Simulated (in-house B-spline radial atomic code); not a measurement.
Successive ionisation energies of lutetium; each step leads to the configuration of the next row (after the last: [He] 2s2 2p1/2(2)). Dirac energy differences include first-order Breit, QED and recoil terms. NIST's values go from ground level to ground level; the uncertainty of those that are theory runs from under 0.1 % in few-electron ions to several per cent in heavy many-electron ones. Computed with an all-electron radial atomic-structure program (B-spline basis): Dirac-Hartree-Fock, jj configuration that fills j = l - 1/2 first, finite nuclei.

A number in brackets counts the electrons of a j subshell.

```json
{"ion": "Lu59+", "configuration": "[Ne] 3s2", "ionisation energy (eV)": "6325.8", "tabulated value (eV)": "6326", "tabulated kind": "tabulated theory", "computed minus tabulated (eV)": "0", "highest orbital": "3s1/2", "largest mean radius (bohr)": "0.19301"}
{"ion": "Lu60+", "configuration": "[Ne] 3s1", "ionisation energy (eV)": "?", "tabulated value (eV)": "?", "tabulated kind": "tabulated theory", "computed minus tabulated (eV)": "?", "highest orbital": "?", "largest mean radius (bohr)": "?"}
{"ion": "Lu61+", "configuration": "[He] 2s2 2p6", "ionisation energy (eV)": "14227.4", "tabulated value (eV)": "14228", "tabulated kind": "tabulated theory", "computed minus tabulated (eV)": "-1", "highest orbital": "2p3/2", "largest mean radius (bohr)": "0.079801"}
{"ion": "Lu62+", "configuration": "[He] 2s2 2p1/2(2) 2p3/2(3)", "ionisation energy (eV)": "?", "tabulated value (eV)": "?", "tabulated kind": "tabulated theory", "computed minus tabulated (eV)": "?", "highest orbital": "?", "largest mean radius (bohr)": "?"}
{"ion": "Lu63+", "configuration": "[He] 2s2 2p1/2(2) 2p3/2(2)", "ionisation energy (eV)": "14880.4", "tabulated value (eV)": "14890", "tabulated kind": "tabulated theory", "computed minus tabulated (eV)": "-10", "highest orbital": "2p3/2", "largest mean radius (bohr)": "0.079109"}
{"ion": "Lu64+", "configuration": "[He] 2s2 2p1/2(2) 2p3/2(1)", "ionisation energy (eV)": "15211.6", "tabulated value (eV)": "15211", "tabulated kind": "tabulated theory", "computed minus tabulated (eV)": "1", "highest orbital": "2p3/2", "largest mean radius (bohr)": "0.078765"}
```

Q: Fill in the row of Lu60+.

A: ionisation energy (eV): 6452.4; tabulated value (eV): 6452; computed minus tabulated (eV): 0; highest orbital: 3s1/2; largest mean radius (bohr): 0.19216.

Q: Fill in the row of Lu62+.

A: ionisation energy (eV): 14552.3; tabulated value (eV): 14542; computed minus tabulated (eV): 10; highest orbital: 2p3/2; largest mean radius (bohr): 0.079454.

Q: Where is the largest jump?

A: From Lu60+ to Lu61+, by a factor of 2.20 (6452.4 to 14227 eV); the highest orbital goes from 3s1/2 to 2p3/2.
